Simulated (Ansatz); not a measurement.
The molecule GaH, closed-shell singlet (the spin of the measured ground state). No spin–orbit coupling. Ga is treated without relativity.

D_e counts from the fitted minimum to each atom's lowest state at the same level, without counterpoise. The singlet is restricted.

Correlated levels freeze the inner cores; with def2 sets outer-core shells near the valence are correlated too. CBS(a, b) extrapolates the correlation energy as X⁻³ and adds the Hartree–Fock energy of set b.

Run with Ansatz (Gaussian orbitals). 

PBE/def2-TZVPP gives 66.71 kcal/mol for the bond energy D_e.

Problem. Where do these levels fall relative to PBE: r2SCAN/def2-TZVPP, B3LYP/def2-TZVPP, wB97M-V/def2-TZVPP, B2PLYP/def2-TZVPP, CCSD(T)/CBS(def2-TZVPP, def2-QZVPP).

Solution. r2SCAN/def2-TZVPP 0.61; B3LYP/def2-TZVPP 2.22; wB97M-V/def2-TZVPP 2.44; B2PLYP/def2-TZVPP 1.31; CCSD(T)/CBS(def2-TZVPP, def2-QZVPP) 3.37 kcal/mol. 5 of 5 lie above PBE; the widest gap is to CCSD(T)/CBS(def2-TZVPP, def2-QZVPP).

Ansatz is a program for electronic structure.
